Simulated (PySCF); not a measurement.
# Relaxation of singlet [NbH6]-

All numbers come from PBE0 in PySCF with Nb def2-TZVPD with ECP28, H def2-TZVPD; scalar-relativistic core potentials, no spin–orbit coupling; density-fitted integrals. A (50,194) grid was used.

A start displaced from a saddle point along its imaginary mode, of C3v symmetry, held to at least that symmetry:

Coordinates in bohr (charge -1 multiplicity 1):
```
Nb    0.0000    0.0000   -0.0107
H     2.5628    0.0000    2.2438
H    -1.2814    2.2194    2.2438
H    -1.2814   -2.2195    2.2438
H     2.8758    0.0000   -1.9156
H    -1.4379    2.4905   -1.9156
H    -1.4379   -2.4905   -1.9156
```

Q: What forces act on the atoms at the start (eV/Å)?

A: 
```json
{"atom": "Nb1", "Fx": "0.00", "Fy": "0.00", "Fz": "-0.65"}
{"atom": "H2", "Fx": "-0.17", "Fy": "0.00", "Fz": "0.04"}
{"atom": "H3", "Fx": "0.09", "Fy": "-0.15", "Fz": "0.04"}
{"atom": "H4", "Fx": "0.09", "Fy": "0.15", "Fz": "0.04"}
{"atom": "H5", "Fx": "0.04", "Fy": "0.00", "Fz": "0.18"}
{"atom": "H6", "Fx": "-0.02", "Fy": "0.03", "Fz": "0.17"}
{"atom": "H7", "Fx": "-0.02", "Fy": "-0.03", "Fz": "0.17"}
```

Q: What does it relax to?

A: It ends at C3v with Nb–H 1.747 Å (×3), Nb–H 1.823 Å (×3); H–Nb–H 65.5° (×3), H–Nb–H 71.7° (×3), H–Nb–H 108.6° (×3), H–Nb–H 124.3° (×6). A frequency run shows a minimum. Other isomers or separated fragments may lie lower.

Q: How much energy is released, and in how many steps?

A: 33.6 kJ/mol in 9 steps.

The relaxation took 17 s on 2 threads of a shared Arm Neoverse V2 host, with 94 basis functions and 10 gradients. Launch command: `OMP_NUM_THREADS=2 python axn.py task.json out`.
